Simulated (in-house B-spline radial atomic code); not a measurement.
**Ionising Ne V (Ne4+) with different functionals**

Computed with an all-electron radial atomic-structure program (B-spline basis): scalar-relativistic (spin-free X2C) Hamiltonian, Fermi nucleus of rms radius 3.0055 fm, spin-polarised at highest spin, spherical fractional occupations for the functionals, and exact exchange of hybrids averaged over the configuration. The ionisation energy is the difference of two self-consistent energies, [He] 2s2 2p2 → [He] 2s2 2p1, without Breit or QED terms; ε is the level of the shell that loses the electron (its least bound occupied spin orbital).

```
   method                    rung  ΔSCF (eV)  -ε(2p) (eV)
     PBE0           global hybrid     127.01       116.00
    B3LYP           global hybrid     127.28       115.39
    TPSSh           global hybrid     127.19       113.86
BHandHLYP           global hybrid     127.08       120.01
  r2SCAN0           global hybrid          ?            ?
    B97-1           global hybrid     126.97       115.32
    HSE06  range-separated hybrid     127.04       115.57
    wB97X  range-separated hybrid     126.84       118.07
CAM-B3LYP  range-separated hybrid     127.22       117.40
  LC-wPBE  range-separated hybrid          ?            ?
```

(1) What does LC-wPBE give?

(2) What does r2SCAN0 give?

(3) Among the functionals, which spreads more, the ΔSCF values or the orbital energies?

(4) How do they compare with the NIST value?

Answers

(1) ΔSCF 127.19 eV, and -ε(2p) = 117.89 eV.

(2) ΔSCF 127.46 eV, and -ε(2p) = 116.75 eV.

(3) The orbital energies: ΔSCF values span about 0.62 eV and the orbital energies 6.15 eV; here energy differences depend much less on the functional than eigenvalues do.

(4) NIST lists 126.25 eV ± 0.012 (measured, ground level to ground level). Errors run from +0.59 to +1.21 eV; wB97X is closest (+0.59 eV), but part of that can be cancellation, since the calculations leave out spin-orbit coupling, Breit-QED terms, multiplet and fine-structure energies.
